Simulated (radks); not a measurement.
All-electron atom: Bi in [Hg] 6p3. Method: Dirac Kohn-Sham, PBE, spin-unpolarised, spherical densities, point nucleus; open shells are shared between the two j in proportion to 2j + 1; computed with a radial shooting solver on a logarithmic mesh with Libxc functionals.

Unscreened Slater integrals over Kohn-Sham orbitals (cm^-1). Large and small components are both included.

F0(6p3/2,6p3/2): 62121
F2(6p3/2,6p3/2): 32657
F0(6p3/2,6p1/2): 66537
G2(6p3/2,6p1/2): 33800
F0(6p3/2,6s1/2): 72128
G1(6p3/2,6s1/2): 39589
F0(6p3/2,5d5/2): 78850
F2(6p3/2,5d5/2): 21772
G1(6p3/2,5d5/2): 7755.5
G3(6p3/2,5d5/2): 6545.8
F0(6p1/2,6p1/2): 72245
F0(6p1/2,6s1/2): 79865
G1(6p1/2,6s1/2): 51561
F0(6p1/2,5d5/2): 89970
G3(6p1/2,5d5/2): 10814
F0(6s1/2,6s1/2): 90948
F0(6s1/2,5d5/2): 108330
G2(6s1/2,5d5/2): 22822
F0(5d5/2,5d5/2): 158070
F2(5d5/2,5d5/2): 82512
F4(5d5/2,5d5/2): 55105
